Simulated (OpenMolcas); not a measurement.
## How basis sets differ on AlCl3 (aluminium trichloride (monomer))

AlCl3: 4 atoms, total charge 0, spin state singlet. As SMILES, `Cl[Al](Cl)Cl`. The shape is that of a PBE0-D4/def2-TZVP optimisation.

Quantity: the HOMO–LUMO gap, in eV. The values are calculated.

```csv
level,kind,program,value (eV),CPU time
HF/ANO-R0 (sfX2C),Hartree–Fock,OpenMolcas,13.27,2.9 s
HF/STO-3G,Hartree–Fock,OpenMolcas,16.88,1.3 s
HF/3-21G,Hartree–Fock,OpenMolcas,14.15,1.7 s
HF/6-311+G**,Hartree–Fock,OpenMolcas,13.44,15 s
```

The values span 13.27 to 16.88 eV. A Hartree–Fock LUMO above zero doesn't converge with the basis: it sinks as sets grow more diffuse. Orbital gaps aren't excitation energies. CPU times are rough (shared hosts, several kinds of processor): they show what a rung costs within a factor of a few.
